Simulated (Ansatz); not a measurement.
Reaction (ligand exchange at the Al–O bond): `C[O][Al]([F])[Cl]` + HCl → `[F][Al]([Cl])[Cl]` + CH₃OH

Gas-phase electronic energies from Ansatz, PBE0-D4/def2-TZVP geometries. CBS: MP2 limit from def2 TZ/QZ plus the TZ coupled-cluster correction, frozen cores. This one scheme is used for every species. Functionals use def2-TZVPP. Each species was taken in one conformer, which may not be the lowest.

```csv
level,ΔE (eV)
PBE0-D4,-0.28
CAM-B3LYP-D4,-0.17
r2SCAN,-0.25
SCS-MP2/def2-TZVPP,-0.19
```

Q: What does CCSD(T)/CBS give? (Best estimate.)

A: Ansatz gave: -0.24 eV. The listed levels differ from it by -0.04, 0.07, -0.01, 0.05 eV.

Largest T1 diagnostic among the species: 0.011.

Leaving LDA and LC-ωPBE aside and taking each functional with its dispersion term where it has one, the values, not all of them listed here, spread over 0.12 eV, from HSE06-D4 to CAM-B3LYP-D4. LDA lies +0.08 eV from PBE without D4. In def2-TZVPP, CCSD(T) changes the Hartree–Fock value by +0.07 eV (the triples alone add −0.00 eV) and MP2 by +0.05 eV.
